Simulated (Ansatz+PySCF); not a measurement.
Values are calculated unless marked as measured or tabulated.
**O2 → 2 O**

O2 (charge 0, multiplicity 3):
```json
{"atom": "O", "x (Å)": "0.0000", "y (Å)": "0.0000", "z (Å)": "-0.5941"}
{"atom": "O", "x (Å)": "0.0000", "y (Å)": "0.0000", "z (Å)": "0.5941"}
```

Shapes relaxed with PBE0/def2-SVP. Single points in def2-SVP with Ansatz (development build ahead of 0.2.0), no zero-point energy. Correlated methods freeze no orbital on H to Be, one on B to Mg, five on Al to Zn, nine on Ga to Sr.

```json
{"method": "CCSD (restricted)", "reaction energy": "102.85 kcal/mol"}
{"method": "CCSD (unrestricted)", "reaction energy": "103.46 kcal/mol"}
{"method": "CCSD(T) (restricted)", "reaction energy": "108.23 kcal/mol"}
{"method": "CCSD(T) (unrestricted)", "reaction energy": "108.22 kcal/mol"}
{"method": "HF (restricted)", "reaction energy": "27.60 kcal/mol"}
{"method": "HF (unrestricted)", "reaction energy": "33.57 kcal/mol"}
{"method": "MP2 (restricted)", "reaction energy": "128.11 kcal/mol"}
{"method": "MP2 (unrestricted)", "reaction energy": "119.37 kcal/mol"}
{"method": "PBE (restricted)", "reaction energy": "148.86 kcal/mol"}
{"method": "PBE (unrestricted)", "reaction energy": "147.77 kcal/mol"}
{"method": "PBE0 (restricted)", "reaction energy": "127.31 kcal/mol"}
{"method": "PBE0 (unrestricted)", "reaction energy": "127.09 kcal/mol"}
{"method": "r2SCAN (unrestricted)", "reaction energy": "131.71 kcal/mol"}
{"method": "wB97X (restricted)", "reaction energy": "128.55 kcal/mol"}
{"method": "wB97X (unrestricted)", "reaction energy": "127.67 kcal/mol"}
```

Question: What does r2SCAN (restricted) give?

Answer: 132.94 kcal/mol.
